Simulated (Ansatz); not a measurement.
Reaction (ligand exchange at the Sn–C bond): `F[SiH2][CH](F)[SnH3]` + `N[SiH](O)F` → `N[SiH](F)[O][SnH3]` + `FC[SiH2]F`

Isolated molecules relaxed with PBE0-D4/def2-TZVP in Ansatz; ΔE leaves out vibrations. CCSD(T)/CBS adds triple-zeta CCSD(T) − MP2 to the extrapolated MP2 energy (def2 sets, frozen cores). This one scheme is used for every species. DFT in def2-TZVPP. B3LYP here is the variant with VWN-RPA as its local correlation; programs differ in this. Elements past krypton have def2 core potentials. For Sn outer-core shells are correlated without core-valence functions, which leaves a few kJ/mol of doubt a bond. One conformer a species, not always the lowest.

| level | ΔE (kcal/mol) | difference from CCSD(T)/CBS |
| --- | --- | --- |
| PBE-D4 | -13.3 | 2.1 |
| r2SCAN-D4 | -15.3 | 0.1 |
| PBE0-D4 | -14.0 | 1.4 |
| B3LYP-D4 | -15.7 | -0.3 |
| ωB97X-V | -16.0 | -0.6 |
| ωB97M-V | -15.1 | 0.3 |
| B2PLYP | -16.1 | -0.7 |
| PBE | -13.4 | 2.0 |
| r2SCAN | -15.3 | 0.1 |
| PBE0 | -14.1 | 1.3 |
| B3LYP | -15.9 | -0.5 |
| HF/def2-TZVPP | -20.0 | -4.6 |
| MP2/def2-TZVPP | -15.1 | 0.3 |
| SCS-MP2/def2-TZVPP | -16.5 | -1.1 |
| CCSD/def2-TZVPP | -15.6 | -0.2 |
| CCSD(T)/def2-TZVPP | -15.2 | 0.2 |
| HF/def2-QZVPP | -20.6 | -5.2 |
| MP2/def2-QZVPP | -15.5 | -0.1 |
| SCS-MP2/def2-QZVPP | -16.8 | -1.4 |
| HF/CBS(def2) | -20.7 | -5.3 |
| MP2/CBS(def2) | -15.4 | 0.0 |
| CCSD/CBS(def2) | -15.9 | -0.5 |
| CCSD(T)/CBS | -15.4 | 0 |

Largest T1 diagnostic among the species: 0.013.

In def2-TZVPP, CCSD(T) changes the Hartree–Fock value by +4.8 kcal/mol (the triples alone add +0.5 kcal/mol) and MP2 by +4.9 kcal/mol.
